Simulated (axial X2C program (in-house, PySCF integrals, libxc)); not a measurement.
## Curves of AlBr⁺ by EOM-IP-CCSD

Calculated with an in-house all-electron X2C program for linear molecules (integrals from PySCF): two-component X2C with atomic mean-field Coulomb and Gaunt terms, Gaussian nuclei, basis Br dyall-cv3z, Al dyall-v3z with contracted cores.

Energies in eV from the lowest point of the lowest state; states are followed by energy order within each Ω. Reference: AlBr, 10 electrons correlated in 94 virtual spinors with an MP2 remainder; levels at this size can be off by some tenths of an eV. Masses 78.918 and 26.982 u.

```tsv
R (Å)	(1)Ω=1/2	(1)Ω=3/2	(2)Ω=1/2	(3)Ω=1/2
2.134	0.0130	2.5525	2.8412	5.0427
2.227	0.0000	2.0309	2.3235	4.5648
2.320	0.0995	1.6578	1.9549	4.2285
2.424	0.2859	1.3657	1.6706	3.9858
2.529	0.4994	1.1709	1.4883	3.8637
2.668	0.7561	1.0158	1.3643	3.8640
```

No minimum in range: (1)Ω=3/2, (2)Ω=1/2; the order of states may turn beyond it. T1 of the reference reaches 0.014 (Lee–Taylor). Curves followed by order can swap character. Number of frozen shells: Br 3 s, 2 p, 1 d; Al 2 s, 1 p. Roots with under 60 % one-particle weight at any point are counted in the labels but not shown, and the list ends where the roots sought for some Ω run out; states that need a further excitation are missing and may lie low or lowest. Curves with a minimum but no constants failed the fit check.
